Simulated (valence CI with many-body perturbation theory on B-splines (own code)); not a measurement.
# Ce XLIV: calculated level list

Calculated by valence CI with perturbative core correlation (CI+MBPT): five valence electrons over a frozen Dirac-Fock core [Ne], a basis of 9 s, 9 p, 8 d, 6 f, 3 g, 1 h functions for each j, with the one-electron correlation potential Σ1, the two-electron term Σ2, the three-electron term Σ3, Breit, model QED; selected CI, second order for the rest, scaled by the run's own slope (own B-spline code, finite nucleus).

No measured spectrum was set against this ion. As an estimate, large intervals hold to a few tenths of a per cent, small ones and those within an open d or f shell to about a per cent. Among the levels kept, up to 1300 cm⁻¹ of a level comes from second order outside the variational space, and about a tenth of that is noise between levels of different J, which matters for small intervals.

Levels 1 to 33 of 33, with energies above the lowest level, (3s^2 3p1/2^2 3p3/2) J=3/2. "Leading %" is the weight of the configuration and term that name the level; weights of strongly mixed levels are sums over their largest components and can fall short, so below about 35 % the name and the second component can differ from the true leading terms, or belong to a minority configuration. In the jj column 3d3/2^4 stands for four electrons in 3d with j = 3/2.

| No. | Configuration | Term | J | E (eV) | Leading % | g | Leading jj |
| --- | --- | --- | --- | --- | --- | --- | --- |
| 1 | 3s²3p³ | ²P° | 3/2 | 0.00 | 45 | 1.380 | 3s^2 3p1/2^2 3p3/2 (98 %) |
| 2 | 3s²3p³ | ⁴S° | 3/2 | 102.00 | 53 | 1.444 | 3s^2 3p1/2 3p3/2^2 (98 %) |
| 3 | 3s²3p³ | ²D° | 5/2 | 110.95 | 99 | 1.192 | 3s^2 3p1/2 3p3/2^2 (99 %) |
| 4 | 3s²3p³ | ²P° | 1/2 | 122.03 | 98 | 0.655 | 3s^2 3p1/2 3p3/2^2 (98 %) |
| 5 | 3s²3p²3d | ⁴F | 3/2 | 167.07 | 36 | 0.781 | 3s^2 3p1/2^2 3d3/2 (97 %) |
| 6 | 3s²3p²3d | ²D | 5/2 | 197.88 | 22 | 1.263 | 3s^2 3p1/2^2 3d5/2 (80 %) |
| 7 | 3s3p⁴ | ⁴P | 5/2 | 224.31 | 58 | 1.414 | 3s 3p1/2^2 3p3/2^2 (75 %) |
| 8 | 3s²3p³ | ²P° | 3/2 | 225.34 | 53 | 1.290 | 3s^2 3p3/2^3 (97 %) |
| 9 | 3s3p⁴ | ²S | 1/2 | 243.80 | 50 | 2.161 | 3s 3p1/2^2 3p3/2^2 (83 %) |
| 10 | 3s3p⁴ | ²P | 3/2 | 244.29 | 28 | 1.152 | 3s 3p1/2^2 3p3/2^2 (70 %) |
| 11 | 3s²3p²3d | ²F | 5/2 | 268.21 | 47 | 0.957 | 3s^2 3p1/2 3p3/2 3d3/2 (97 %) |
| 12 | 3s²3p²3d | ⁴F | 3/2 | 269.62 | 32 | 0.923 | 3s^2 3p1/2 3p3/2 3d3/2 (93 %) |
| 13 | 3s²3p²3d | ⁴D | 1/2 | 270.07 | 78 | 0.213 | 3s^2 3p1/2 3p3/2 3d3/2 (98 %) |
| 14 | 3s²3p²3d | ²G | 7/2 | 276.95 | 43 | 1.057 | 3s^2 3p1/2 3p3/2 3d3/2 (93 %) |
| 15 | 3s²3p²3d | ⁴D | 7/2 | 294.08 | 47 | 1.306 | 3s^2 3p1/2 3p3/2 3d5/2 (99 %) |
| 16 | 3s²3p²3d | ²P | 3/2 | 297.00 | 37 | 1.427 | 3s^2 3p1/2 3p3/2 3d5/2 (80 %) |
| 17 | 3s²3p²3d | ⁴P | 5/2 | 297.78 | 30 | 1.207 | 3s^2 3p1/2 3p3/2 3d3/2 (63 %) |
| 18 | 3s²3p²3d | ²D | 5/2 | 302.52 | 40 | 1.186 | 3s^2 3p1/2 3p3/2 3d5/2 (68 %) |
| 19 | 3s²3p²3d | ²G | 9/2 | 303.56 | 57 | 1.199 | 3s^2 3p1/2 3p3/2 3d5/2 (98 %) |
| 20 | 3s²3p²3d | ²D | 3/2 | 303.86 | 25 | 1.236 | 3s^2 3p1/2 3p3/2 3d3/2 (77 %) |
| 21 | 3s²3p²3d | ²P | 1/2 | 304.15 | 39 | 1.661 | 3s^2 3p1/2 3p3/2 3d3/2 (86 %) |
| 22 | 3s²3p²3d | ²F | 7/2 | 321.01 | 48 | 1.097 | 3s^2 3p1/2 3p3/2 3d5/2 (88 %) |
| 23 | 3s²3p²3d | ²D | 5/2 | 322.93 | 38 | 1.207 | 3s^2 3p1/2 3p3/2 3d5/2 (80 %) |
| 24 | 3s²3p²3d | ²D | 3/2 | 326.24 | 57 | 0.972 | 3s^2 3p1/2 3p3/2 3d5/2 (82 %) |
| 25 | 3s²3p²3d | ²P | 1/2 | 327.96 | 45 | 1.325 | 3s^2 3p1/2 3p3/2 3d5/2 (82 %) |
| 26 | 3s3p⁴ | ⁴P | 3/2 | 339.83 | 44 | 1.329 | 3s 3p1/2 3p3/2^3 (63 %) |
| 27 | 3s3p⁴ | ²D | 5/2 | 349.76 | 60 | 1.271 | 3s 3p1/2 3p3/2^3 (71 %) |
| 28 | 3s3p⁴ | ²P | 1/2 | 365.25 | 39 | 1.302 | 3s 3p1/2 3p3/2^3 (64 %) |
| 29 | 3s3p⁴ | ²P | 3/2 | 365.73 | 45 | 1.155 | 3s 3p1/2 3p3/2^3 (73 %) |
| 30 | 3s3p³3d | ⁴D° | 5/2 | 384.05 | 28 | 1.308 | 3s 3p1/2^2 3p3/2 3d3/2 (90 %) |
| 31 | 3s3p³3d | ⁶D° | 3/2 | 385.65 | 33 | 1.345 | 3s 3p1/2^2 3p3/2 3d3/2 (91 %) |
| 32 | 3s3p³3d | ⁶D° | 1/2 | 386.54 | 41 | 2.593 | 3s 3p1/2^2 3p3/2 3d3/2 (91 %) |
| 33 | 3s3p³3d | ⁶D° | 7/2 | 389.73 | 28 | 1.328 | 3s 3p1/2^2 3p3/2 3d3/2 (79 %) |

The ionisation energy to 3s²3p² ³P0 of the next ion comes out as 3368 eV (NIST: 3366 ± 4 eV (theoretical)). All 33 levels together are meant to be complete up to 401.07 eV.
